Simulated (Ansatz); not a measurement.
A series at Si: from `F[SiH](F)[SiH3]`, ligands are replaced one by one, each step taking up HCl and setting free H₂; n counts the steps. Ansatz, PBE0-D4/def2-TZVP geometries. Each molecule was computed in one conformer, which needn't be the lowest.

| n | molecule | HOMO energy, ωB97M-V/def2-TZVPP (eV) |
| --- | --- | --- |
| 0 | `F[SiH](F)[SiH3]` | -10.66 |
| 1 | `F[Si](F)([SiH3])Cl` | -11.07 |
| 2 | `F[Si](F)(Cl)[SiH2]Cl` | ? |
| 3 | `F[Si](F)(Cl)[SiH](Cl)Cl` | -10.86 |

Problem. By hand: fit a straight line y = ȳ + b (n − n̄) to the 3 given rows and predict n = 2.

Solution. n̄ = 1.333, ȳ = -10.863; Σ(n − n̄)(y − ȳ) = -0.197, Σ(n − n̄)² = 4.667, so b = -0.042 eV a step. Prediction: -10.863 + (-0.042) × (0.667) = -10.89 eV.

Problem. By hand: compare with the computed value, -10.86 eV, and give the steps along the whole series.

Solution. The line misses by 0.03 eV (computed minus predicted). Steps: -0.41, 0.21, 0.00 eV.

The steps change sign along the series, so a line is a poor guide. The highest orbital can change its character along such a series. The miss is 7.3 % of the series' range.
